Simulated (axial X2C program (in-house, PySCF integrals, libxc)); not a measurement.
Which molecule has these constants?

Calculated with an in-house relativistic program for diatomic molecules, spin-free (one-electron X2C) or two-component (2c: spin–orbit coupling with atomic mean-field Coulomb and Gaunt terms, which also bring small scalar terms), in Dyall basis sets with cores contracted in-house; open shells are unrestricted.

A two-component PBE0 calculation in a Dyall 3-zeta basis gave Re = 2.526 Å, ωe = 272.4 cm⁻¹, De = 1.25 eV, dipole magnitude 3.65 D, Ω = 4.

Question: Which molecule is it?
A. CrSi
B. CrP
C. NaCr
D. AlCr
E. MgCr

Answer: A. The others have CrP 2.209 Å and 351.4 cm⁻¹ (Ω = 3/2); MgCr 2.920 Å and 156.7 cm⁻¹ (Ω = 3); AlCr 2.712 Å and 221.2 cm⁻¹ (Ω = 5/2); NaCr 2.949 Å and 156.1 cm⁻¹ (Ω = 5/2).

Each entry is the lowest single determinant of a limited PBE0 search at one distance. De goes to single-determinant-based atoms at the same level (for ions the charge split of lowest energy) and is withheld (n/a) where an atom does not fit its ground term or J level. Main or longest-lived isotopes. One determinant is a doubtful description, or other states lie close, for CrSi, CrP, MgCr, AlCr, NaCr; these need not be ground states, and all values refer to the states named. Some open-shell Ω = 0 determinants are out of reach, so the Ω given for CrSi, MgCr need not be the lowest component. With several unpaired electrons the Ω given is that of one determinant, not necessarily of the lowest component. Some light 2c atoms are not at their ground J level, so De misses part of their lowering (0.04 eV or less). The functionals have no current term, which raises determinants with orbital currents.
